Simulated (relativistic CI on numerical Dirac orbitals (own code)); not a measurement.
**V³⁺ in a cubic cluster: 3s photoemission with charge transfer**

Computed with a charge-transfer multiplet model of a cubic metal-ligand cluster with up to 2 ligand holes, Slater and spin-orbit integrals from Dirac-Coulomb-Breit ions, Slater integrals scaled by 0.9. The ground state mixes d2 with configurations of k ligand holes L, whose averages lie at kΔ + k(k − 1)U_dd/2; a core hole lowers each added d electron by U_cd. 300 K, Lorentzian 1.4 eV and Gaussian 0.8 eV FWHM.

Atomic integrals in eV (Slater integrals scaled, ζ unscaled), ground: F2dd 9.064, F4dd 5.680, zeta_d 0.024; with the core hole: F2dd 10.027, F4dd 6.323, zeta_d 0.030, G2cd 10.061.

Cluster parameters (eV): U_dd = 4.2, U_cd = 5.3, 10Dq = 1.25, 10Dq(ligand) = 1.3, V(eg) = 2.3, V(t2g) = -1.08, final-state hopping factor = 1.

```tsv
Case	n_d	d2	d3L	d4L2	S
Δ = 1.4 eV	2.81	0.33	0.53	0.14	1.00
Δ = 2.4 eV	2.70	0.40	0.49	0.11	1.00
Δ = 4.4 eV	2.52	0.54	0.40	0.06	1.00
```

Weights, n_d and S are thermal averages at 300 K. Binding energies count from the first peak over 30 % of the highest in each spectrum, which can be another peak from case to case. The parameters are a model scan and need not match a compound or its usual spin state. Peaks in eV (height, largest 100):
- Δ = 1.4 eV: 0.0 (100), 5.3 (41), 8.2 (44), 10.4 (17), 17.5 (7)
- Δ = 2.4 eV: 0.0 (100), 5.4 (44), 8.2 (40), 10.5 (18), 17.0 (8)
- Δ = 4.4 eV: 0.0 (100), 5.6 (51), 8.2 (33), 15.5 (8)

Curve for Δ = 1.4 eV (points under 2 left out, the grid thinned):

```json
{"E (eV)": "-4.0", "Intensity": "4.1"}
{"E (eV)": "-3.5", "Intensity": "5.2"}
{"E (eV)": "-2.9", "Intensity": "7.4"}
{"E (eV)": "-2.4", "Intensity": "10.5"}
{"E (eV)": "-1.8", "Intensity": "17.6"}
{"E (eV)": "-1.3", "Intensity": "30.6"}
{"E (eV)": "-0.8", "Intensity": "56.9"}
{"E (eV)": "-0.2", "Intensity": "96.2"}
{"E (eV)": "0.3", "Intensity": "91.2"}
{"E (eV)": "0.8", "Intensity": "57.9"}
{"E (eV)": "1.4", "Intensity": "31.4"}
{"E (eV)": "1.9", "Intensity": "21.6"}
{"E (eV)": "2.5", "Intensity": "15.6"}
{"E (eV)": "3.0", "Intensity": "13.9"}
{"E (eV)": "3.5", "Intensity": "15.3"}
{"E (eV)": "4.1", "Intensity": "22.9"}
{"E (eV)": "4.6", "Intensity": "33.2"}
{"E (eV)": "5.2", "Intensity": "40.5"}
{"E (eV)": "5.7", "Intensity": "37.6"}
{"E (eV)": "6.2", "Intensity": "30.8"}
{"E (eV)": "6.8", "Intensity": "26.6"}
{"E (eV)": "7.3", "Intensity": "29.9"}
{"E (eV)": "7.8", "Intensity": "39.6"}
{"E (eV)": "8.4", "Intensity": "42.0"}
{"E (eV)": "8.9", "Intensity": "30.5"}
{"E (eV)": "9.5", "Intensity": "19.9"}
{"E (eV)": "10.0", "Intensity": "17.5"}
{"E (eV)": "10.5", "Intensity": "17.4"}
{"E (eV)": "11.1", "Intensity": "15.6"}
{"E (eV)": "11.6", "Intensity": "12.0"}
{"E (eV)": "12.2", "Intensity": "8.3"}
{"E (eV)": "12.7", "Intensity": "6.9"}
{"E (eV)": "13.2", "Intensity": "6.1"}
{"E (eV)": "13.8", "Intensity": "5.4"}
{"E (eV)": "14.3", "Intensity": "4.8"}
{"E (eV)": "14.9", "Intensity": "4.3"}
{"E (eV)": "15.4", "Intensity": "4.1"}
{"E (eV)": "15.9", "Intensity": "4.3"}
{"E (eV)": "16.5", "Intensity": "5.2"}
{"E (eV)": "17.0", "Intensity": "6.7"}
{"E (eV)": "17.5", "Intensity": "7.4"}
{"E (eV)": "18.1", "Intensity": "6.0"}
{"E (eV)": "18.6", "Intensity": "4.3"}
{"E (eV)": "19.2", "Intensity": "2.9"}
{"E (eV)": "19.7", "Intensity": "2.0"}
```

For the case Δ = 2.4 eV, Δ = 2.4 eV is smaller than U_dd = 4.2 eV, the charge-transfer side of the Zaanen-Sawatzky-Allen scheme. With the core hole the configuration with one ligand hole lies at Δ − U_cd = -3.9, -2.9, -0.9 eV from the one without, in the order of the table; where this is negative the screened configuration lies lower, though the effective hopping of about 4.7 eV (from the holes of the mixed ground state) mixes the two strongly wherever it is as large as the gap.

With at most 2 ligand holes the space is cut while the next configuration still counts, so covalency is underestimated, and a final configuration with one more ligand hole, which can lie low, is missing from the spectra.

Without intra-shell correlation the exchange splitting of the 3s hole comes out too large.
